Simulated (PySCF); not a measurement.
Q: Write Cartesian coordinates for InChI=1S/C8H13F3/c1-6-2-4-7(5-3-6)8(9,10)11/h6-7H,2-5H2,1H3/t6-,7+ as optimised with PBE0-D3(BJ)/def2-SVP.

A: 
```
atom  x, y, z in Å
C1     2.224    0.058   -0.930
C2     1.588   -0.448    0.361
C3     0.942    0.678    1.175
C4    -0.333    1.217    0.536
C5    -1.340    0.095    0.287
C6    -2.601    0.620   -0.358
F7    -2.365    1.139   -1.571
F8    -3.515   -0.346   -0.515
F9    -3.170    1.584    0.377
C10   -0.725   -1.037   -0.535
C11    0.556   -1.554    0.111
H12    1.489    0.509   -1.614
H13    2.714   -0.763   -1.476
H14    2.988    0.823   -0.720
H15    2.396   -0.881    0.975
H16    0.700    0.296    2.183
H17    1.662    1.501    1.322
H18   -0.103    1.707   -0.425
H19   -0.785    1.988    1.178
H20   -1.664   -0.312    1.262
H21   -0.518   -0.664   -1.552
H22   -1.453   -1.855   -0.646
H23    0.995   -2.348   -0.514
H24    0.300   -2.026    1.077
```

Any rigid rotation of these coordinates is as good. Atoms count from 1 in this order. Of the pairs four or more bonds apart, F9···H19 is among the closest relative to their van der Waals radii: 2.55 Å, 95 % of the sum of Bondi's values. The 6-membered ring C2–C3–C4–C5–C10–C11 has internal angles of 109.5° to 112.9°; it is puckered, 0.23 Å rms from its mean plane, widest ring torsion 55°. All 3 C–F bonds measure 1.339 to 1.340 Å. The C–C distances run from 1.511 Å (C5–C6, drawn single) to 1.533 Å (C2–C11, drawn single), a spread of 0.022 Å.

Bonds between heavy atoms (Å): C1–C2 1.526, C2–C3 1.533, C3–C4 1.525, C4–C5 1.528, C5–C6 1.511, C6–F7 1.340, C6–F8 1.339, C6–F9 1.339, C5–C10 1.528, C10–C11 1.525, C2–C11 1.533.

Computed with PySCF, PBE0-D3(BJ)/def2-SVP geometry optimisation, gas phase.

Point group: Cs (tolerance 0.08 Å). Not checked by PBE0-D3(BJ)/def2-SVP frequencies. One conformer, not necessarily the lowest (C1–C2–C3–C4 71°, C2–C3–C4–C5 55°, C3–C4–C5–C6 -179°, C4–C5–C10–C11 54°).

The run took 4.5 min on one thread of an Arm Neoverse V2, no GPU, shared host with 96 logical CPUs at a one-minute load of 60, and the process peaked at 1.3 GiB of memory. That covers the optimisation of the geometry.
